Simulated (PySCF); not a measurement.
A structure optimised at PBE-D3(BJ)/def2-SVP, used in a PySCF frequency run:

```xyz
14

C     -1.5650     0.1600    -1.0173
C     -0.8687     0.4193     0.3340
O     -1.6753     0.0600     1.4460
B      0.4969    -0.3710     0.3761
F      0.7005    -1.3544     1.2600
C      1.6852    -0.0775    -0.6285
F      1.4375     1.0073    -1.4724
H     -2.5002     0.7560    -1.0940
H     -1.8393    -0.9094    -1.1236
H     -0.9090     0.4536    -1.8605
H     -0.5896     1.5081     0.3525
H     -2.5134     0.5515     1.3661
H      2.6262     0.1129    -0.0580
H      1.8915    -0.9840    -1.2485
```

Q: Write its SMILES and formula.

A: C[C@@H](O)B(F)CF, C3H7BF2O

Q: What are its rotational constants (standard atomic weights)?

A: 3.1616, 1.9677, 1.3626 GHz
